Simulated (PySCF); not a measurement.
# Working out the excitation energy of Cl

Cl [Ne] 3s2 3p5 (2P) → Cl [Ne] 3s1 3p6 (2S). Computed with PySCF 2.14 in ANO-RCC-VTZP (5s4p2d1f, 34 functions), with the spin-free X2C one-electron Hamiltonian (Gaussian nucleus). Frozen: [Ne]. Energies in hartree (1 hartree = 27.21139 eV):

```
            part   Cl (lower)   Cl (upper)
             UHF  -460.897308  -460.324713
CCSD correlation    -0.182553    -0.319061
             (T)    -0.005902    -0.034060
```

Problem. What does Hartree-Fock give?

Solution. (-460.324713) − (-460.897308) = 0.572595 hartree = 15.581 eV.

Problem. What do CCSD and CCSD(T) give?

Solution. The CCSD correlation energies differ by -0.136508 hartree = -3.715 eV and the triples by -0.028158 hartree = -0.766 eV, so CCSD gives 11.866 eV and CCSD(T) 11.100 eV.

Measured between the centres of the two terms (NIST): 10.586 eV, so CCSD(T) (valence) is off by 0.514 eV.

The coupled-cluster amplitudes are large, so a single reference is strained.

What remains against the reference includes basis incompleteness, the frozen core and higher excitations.
